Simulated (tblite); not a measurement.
Species: C4H7FGeO2.
Bonds: C1–C2, C2–O3, O3–C4, C4–C5 (double), C5–F6, C5–Ge7, Ge7–O8, C4–O8. Hydrogens: H9, H10, H11 on C1; H12, H13 on C2; H14, H15 on Ge7.

Computed with GFN2-xTB (tblite), gas phase: L-BFGS steps from a force-field or distance-geometry start until the largest atomic force falls under 0.01 eV/Å.

Step 20: E = -731.6986 eV
```
atom  x, y, z in Å  |  force x, y, z in eV/Å
C1     -2.7038   -0.5662    0.2291   -0.078  -0.009  -0.009
C2     -1.4301   -0.0232   -0.3932    0.010  -0.013   0.030
O3     -0.3855   -0.3441    0.5199    0.063  -0.031   0.074
C4      0.8511    0.0093    0.2416    0.052  -0.004   0.024
C5      1.9647   -0.2004    0.9728    0.060   0.000   0.017
F6      2.0905   -0.8242    2.1669    0.052   0.003   0.010
Ge7     3.0225    0.6948   -0.3709   -0.142  -0.033   0.001
O8      1.1870    0.6757   -0.8927   -0.069   0.010  -0.040
H9     -3.5652   -0.3724   -0.3981   -0.020   0.082  -0.155
H10    -2.6145   -1.6393    0.3676    0.027  -0.020   0.059
H11    -2.8683   -0.0968    1.1942    0.027  -0.033   0.050
H12    -1.2237   -0.4901   -1.3622    0.001   0.020  -0.030
H13    -1.4774    1.0629   -0.5255    0.002   0.018  -0.036
H14     3.3957    2.1574   -0.2958    0.010  -0.009  -0.007
H15     3.7527   -0.0351   -1.4756    0.003   0.018   0.012
```

Step 21: E = -731.7009 eV
```
atom  x, y, z in Å  |  force x, y, z in eV/Å
C1     -2.7044   -0.5658    0.2281   -0.039   0.007  -0.026
C2     -1.4300   -0.0232   -0.3932    0.082  -0.008   0.042
O3     -0.3861   -0.3453    0.5219    0.073  -0.042   0.101
C4      0.8518    0.0070    0.2461    0.030  -0.008   0.023
C5      1.9683   -0.2012    0.9751   -0.017  -0.007   0.007
F6      2.0962   -0.8249    2.1698    0.052   0.014  -0.010
Ge7     3.0171    0.6949   -0.3727   -0.100  -0.014  -0.021
O8      1.1822    0.6733   -0.8898   -0.041   0.008  -0.027
H9     -3.5619   -0.3683   -0.4044   -0.017   0.057  -0.107
H10    -2.6116   -1.6393    0.3675   -0.001   0.008   0.044
H11    -2.8654   -0.0960    1.1945    0.005  -0.042   0.016
H12    -1.2182   -0.4860   -1.3624   -0.015  -0.019  -0.041
H13    -1.4714    1.0623   -0.5284   -0.024   0.041  -0.011
H14     3.3854    2.1602   -0.2951    0.014  -0.034  -0.017
H15     3.7436   -0.0397   -1.4789   -0.001   0.040   0.027
```

Step 22: E = -731.7025 eV
```
atom  x, y, z in Å  |  force x, y, z in eV/Å
C1     -2.7055   -0.5654    0.2269    0.008   0.022  -0.037
C2     -1.4287   -0.0234   -0.3923    0.099  -0.005   0.039
O3     -0.3853   -0.3469    0.5250    0.041  -0.036   0.083
C4      0.8526    0.0054    0.2495   -0.003  -0.013   0.022
C5      1.9709   -0.2017    0.9768   -0.056  -0.007  -0.004
F6      2.1013   -0.8250    2.1716    0.049   0.018  -0.019
Ge7     3.0114    0.6948   -0.3746   -0.044   0.012  -0.042
O8      1.1778    0.6718   -0.8884   -0.019  -0.003  -0.001
H9     -3.5598   -0.3643   -0.4110    0.007   0.029  -0.050
H10    -2.6098   -1.6392    0.3685   -0.028   0.034   0.020
H11    -2.8636   -0.0965    1.1952   -0.017  -0.043  -0.021
H12    -1.2150   -0.4833   -1.3631   -0.018  -0.037  -0.018
H13    -1.4679    1.0623   -0.5307   -0.028   0.029   0.018
H14     3.3791    2.1615   -0.2948    0.013  -0.051  -0.024
H15     3.7379   -0.0420   -1.4805   -0.005   0.051   0.033
```

Step 23: E = -731.7037 eV
```
atom  x, y, z in Å  |  force x, y, z in eV/Å
C1     -2.7060   -0.5647    0.2254    0.040   0.027  -0.037
C2     -1.4260   -0.0236   -0.3910    0.067  -0.002   0.024
O3     -0.3842   -0.3487    0.5287   -0.005  -0.021   0.042
C4      0.8531    0.0041    0.2521   -0.028  -0.016   0.019
C5      1.9721   -0.2022    0.9780   -0.047  -0.002  -0.012
F6      2.1058   -0.8247    2.1726    0.044   0.016  -0.017
Ge7     3.0064    0.6948   -0.3766   -0.002   0.027  -0.047
O8      1.1743    0.6707   -0.8874   -0.009  -0.013   0.021
H9     -3.5580   -0.3608   -0.4167    0.035   0.010  -0.007
H10    -2.6091   -1.6386    0.3697   -0.045   0.046  -0.005
H11    -2.8627   -0.0977    1.1953   -0.033  -0.032  -0.045
H12    -1.2131   -0.4821   -1.3638   -0.010  -0.039   0.020
H13    -1.4660    1.0628   -0.5320   -0.014   0.000   0.042
H14     3.3751    2.1614   -0.2950    0.011  -0.053  -0.027
H15     3.7340   -0.0427   -1.4810   -0.005   0.052   0.029
```

Problem. Estimate the geometry and energy of step 24. (The exact step hangs on the optimiser's Hessian estimate; all steps are aligned on step 23, rigid shifts and turns removed.)

Solution. E = -731.7047 eV, largest force 0.070 eV/Å
```
atom  x, y, z in Å  |  force x, y, z in eV/Å
C1     -2.7054   -0.5635    0.2232    0.048   0.023  -0.028
C2     -1.4223   -0.0238   -0.3896    0.012  -0.002   0.007
O3     -0.3835   -0.3507    0.5328   -0.042  -0.005   0.000
C4      0.8529    0.0026    0.2548   -0.039  -0.015   0.015
C5      1.9725   -0.2027    0.9789   -0.011   0.006  -0.015
F6      2.1103   -0.8243    2.1732    0.038   0.013  -0.013
Ge7     3.0018    0.6952   -0.3789    0.016   0.026  -0.032
O8      1.1710    0.6694   -0.8861   -0.009  -0.019   0.032
H9     -3.5558   -0.3577   -0.4216    0.053   0.000   0.016
H10    -2.6093   -1.6370    0.3704   -0.050   0.040  -0.028
H11    -2.8624   -0.0992    1.1944   -0.042  -0.012  -0.053
H12    -1.2114   -0.4818   -1.3640    0.006  -0.034   0.054
H13    -1.4643    1.0633   -0.5322    0.007  -0.026   0.059
H14     3.3714    2.1605   -0.2961    0.012  -0.041  -0.029
H15     3.7301   -0.0422   -1.4812    0.000   0.045   0.015
```

The energy changes by -0.0010 eV. The first-order estimate −F·Δx gives -0.0014 eV and the mean of the old and new forces, exact on a quadratic surface, -0.0010 eV. The step makes an angle of 61° with the force vector and moves no atom by more than 0.006 Å.

What follows is the cost of the whole relaxation. Time: 0.92 s wall. Hardware: one thread, Intel Xeon at 2.50 GHz (x86_64), shared host.
